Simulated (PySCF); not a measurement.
Below is a simulated gas-phase Si 2p photoelectron spectrum of `Cl[SiH2][GeH2][GeH3]`.

Every computed line was given a Gaussian of 1.0 eV full width at half maximum and an area set by the number of equivalent atoms (split 2:1 within a doublet); the highest printed point is 100. Method used: delta-SCF UKS SCAN, pcX-2 on the ionised atom, pcseg-1 elsewhere, spin-free X2C (PySCF 2.14.0).

binding energy (eV), intensity and a bar:
```
    106.1          0 
    106.2          1 
    106.3          1 
    106.4          2 #
    106.5          4 #
    106.6          7 ##
    106.7         12 ####
    106.8         19 ######
    106.9         28 ########
    107.0         39 ############
    107.1         51 ###############
    107.2         64 ###################
    107.3         77 #######################
    107.4         87 ##########################
    107.5         95 #############################
    107.6         99 ##############################
    107.7        100 ##############################
    107.8         97 #############################
    107.9         92 ############################
    108.0         84 #########################
    108.1         75 #######################
    108.2         66 ####################
    108.3         56 #################
    108.4         46 ##############
    108.5         36 ###########
    108.6         28 ########
    108.7         20 ######
    108.8         14 ####
    108.9         10 ###
    109.0          6 ##
    109.1          4 #
    109.2          2 #
    109.3          1 
    109.4          1 
    109.5          0 
    109.6          0
```

**Question.** How many maxima does the curve show, and how many computed lines lie under it?

**Answer.** The curve has 1 maximum (at 107.7 eV). Under it lie 2 lines from 1 inequivalent silicon site, drawn as a 2p3/2, 2p1/2 pair. At this width some lines have no maximum of their own.

**Question.** Decompose the envelope and assign each component. Numbering: `[Cl:1][SiH2:2][GeH2:3][GeH3:4]`.

**Answer.** 
| position (eV) | relative area | line | atoms | environment |
| --- | --- | --- | --- | --- |
| 107.53 | 0.67 | Si 2p3/2 | Si2 | chlorine-bound silicon |
| 108.16 | 0.33 | Si 2p1/2 | Si2 | chlorine-bound silicon |

The curve has no shake-up lines and no vibrational structure. The 2p values add to the ΔSCF energy of one spin-free hole a correction within the shell (spin–orbit coupling, ligand field). 2p1/2 minus 2p3/2 (ligand field included): Si 0.63 eV. The structure is a single PBE0-D3(BJ)/def2-SVP conformer in the gas phase; no vibrational or solvent corrections.

The values belong to the conformer `[Cl:1][SiH2:2][GeH2:3][GeH3:4]`: Cl1–Si2–Ge3–Ge4 -48°.
